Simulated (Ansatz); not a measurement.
Ansatz results at the PBE0-D4/def2-TZVP geometry: HOMO–LUMO gap (PBE0/def2-TZVPP) 6.17 eV; HOMO energy (PBE/def2-TZVPP) -5.38 eV; LUMO energy (PBE/def2-TZVPP) -1.32 eV.

Each molecule was computed in one conformer, which needn't be the lowest.

Question: Which molecule gave them?
A. `C=C/N=C/O[SiH3]`
B. `NC(N)=C[SiH3]`
C. `CC[NH][SbH2]`
D. `B[SiH2][AsH]C`

Answer: C. The others give `NC(N)=C[SiH3]`: 6.57, -4.83, -0.27; `C=C/N=C/O[SiH3]`: 6.13, -5.85, -1.75; `B[SiH2][AsH]C`: 4.56, -6.06, -3.39.
